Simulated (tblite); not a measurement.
Input of a run (GFN2-xTB geometry optimisation, gas phase (tblite 0.8.0)), started from a force field or distance geometry:
```
{"job": {"kind": "relax", "xc": "GFN2-xTB", "basis": "xTB"}, "charge": 0, "multiplicity": 1}
C     -2.288400     1.219000    -0.285700
C     -1.355500    -0.023000    -0.374300
C     -1.633100    -1.355300    -0.386800
Si     0.102500    -1.961900    -0.483400
C      0.214800    -0.074200    -0.455300
C      0.930300     0.572300     0.723100
C      2.447200     0.541200     0.524700
F      2.880000    -0.747200     0.539600
Cl     3.274800     1.409800     1.837300
H     -3.211100     1.046900    -0.861900
H     -2.573500     1.413000     0.754500
H     -1.790800     2.099200    -0.683600
H     -2.596600    -1.880000    -0.346500
H      0.447200    -2.611400    -1.773500
H      0.527600    -2.642600     0.774700
H      0.594900     0.314400    -1.405000
H      0.663200     0.083600     1.671200
H      0.613000     1.614300     0.805700
H      2.743500     0.991000    -0.417400
```

Output (eV, eV/Å):
```
step      E/eV     max force
  0    -786.28814    1.638
  1    -786.39808    0.795
  2    -786.44677    0.535
  3    -786.48500    0.627
  4    -786.52107    0.476
  5    -786.54986    0.390
  6    -786.57399    0.462
  7    -786.58928    0.360
  8    -786.59533    0.167
  9    -786.59793    0.087
 10    -786.59961    0.089
 11    -786.60097    0.092
 12    -786.60200    0.095
 13    -786.60297    0.064
 14    -786.60402    0.099
 15    -786.60503    0.098
 16    -786.60589    0.091
 17    -786.60673    0.071
 18    -786.60773    0.112
 19    -786.60877    0.119
 20    -786.60957    0.071
 21    -786.61010    0.064
 22    -786.61054    0.055
 23    -786.61099    0.075
 24    -786.61141    0.057
 25    -786.61175    0.045
 26    -786.61209    0.055
 27    -786.61247    0.056
 28    -786.61284    0.048
 29    -786.61311    0.034
 30    -786.61329    0.030
 31    -786.61345    0.037
 32    -786.61363    0.038
 33    -786.61384    0.035
 34    -786.61411    0.041
 35    -786.61450    0.067
 36    -786.61508    0.097
 37    -786.61589    0.101
 38    -786.61685    0.077
 39    -786.61781    0.066
 40    -786.61864    0.066
 41    -786.61937    0.066
 42    -786.61999    0.053
 43    -786.62051    0.047
 44    -786.62095    0.048
 45    -786.62137    0.049
 46    -786.62156    0.100
 47    -786.62211    0.046
 48    -786.62242    0.029
 49    -786.62284    0.038
 50    -786.62309    0.045
 51    -786.62346    0.040
 52    -786.62377    0.027
 53    -786.62397    0.030
 54    -786.62416    0.031
 55    -786.62443    0.044
 56    -786.62481    0.046
 57    -786.62527    0.058
 58    -786.62576    0.059
 59    -786.62622    0.065
 60    -786.62663    0.067
 61    -786.62705    0.042
 62    -786.62746    0.043
 63    -786.62782    0.044
 64    -786.62812    0.054
 65    -786.62851    0.045
 66    -786.62877    0.037
 67    -786.62897    0.032
 68    -786.62915    0.030
 69    -786.62940    0.046
 70    -786.62967    0.045
 71    -786.62985    0.041
 72    -786.63002    0.034
 73    -786.63014    0.025
 74    -786.63037    0.044
 75    -786.63056    0.045
 76    -786.63077    0.026
 77    -786.63087    0.024
 78    -786.63094    0.020
 79    -786.63099    0.022
 80    -786.63103    0.016
 81    -786.63105    0.010
```

Summarise the run.

The energy falls by 0.343 eV over 81 L-BFGS steps, the largest force on an atom goes from 1.64 to 0.010 eV/Å, and the atoms move by 0.235 Å rms after alignment. The bond that changes most is C1–C2 (allylic carbon to fully substituted alkene carbon), which shortens by 0.071 Å. Bonds longer at the end by more than 0.005 Å: 4 of 19; shorter: 10. Among the angles that change most is Si4–C3–H13, from 132.2° to 138.2°. Among the dihedrals that turn most is H11–C1–C2–C3, from 82° to 114°. The energy never rose by more than 1e-5 eV on the way. The first step brought 32 % of the lowering.

What are the final bond lengths?

C1–C2 1.485 Å, C2=C3 1.340 Å, C3–Si4 1.884 Å, Si4–C5 1.941 Å, C5–C6 1.525 Å, C6–C7 1.514 Å, C7–F8 1.362 Å, C7–Cl9 1.789 Å, C2–C5 1.516 Å, C1–H10 1.088 Å, C1–H11 1.091 Å, C1–H12 1.090 Å, C3–H13 1.078 Å, Si4–H14 1.461 Å, Si4–H15 1.457 Å, C5–H16 1.094 Å, C6–H17 1.092 Å, C6–H18 1.093 Å, C7–H19 1.096 Å. Numbering counts from 1 in the input's order; the species is `CC1=C[SiH2][C@@H]1C[C@H](F)Cl`.

Its GFN2-xTB frequencies are all real (lowest 39 cm⁻¹). One conformer, not necessarily the lowest.

These are computed values.
